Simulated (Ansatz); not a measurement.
Cartesian coordinates in Å:
```
Si -0.741 -0.702 -1.231
B -0.446 -0.066 0.650
Ga 1.187 1.019 1.271
H 0.098 -0.024 -2.257
H -2.164 -0.610 -1.662
H -0.353 -2.146 -1.215
H -1.282 -0.403 1.443
H 1.165 2.594 1.289
H 2.536 0.337 1.711
```

Charge 0, multiplicity 1.

Q: List the B3LYP/def2-TZVPP orbital energies in eV (Ansatz 0.2.0). (Estimate.)

A: Ansatz gave: Occupied: -10137.62, -1798.70, -1249.43, -1106.68, -1106.57, -1106.56, -184.26, -149.41, -143.28, -102.88, -102.58, -102.56, -98.60, -98.59, -98.57, -22.67, -22.53, -22.52, -22.38, -22.35, -15.29, -13.21, -11.66, -9.70, -9.64, -8.68, -8.34, -7.23. Lowest empty: -2.85, -1.91, 0.68, 0.79, 1.10, 1.34, 1.74, 1.99.

B3LYP here is the variant with VWN-RPA as its local correlation; programs differ in this.
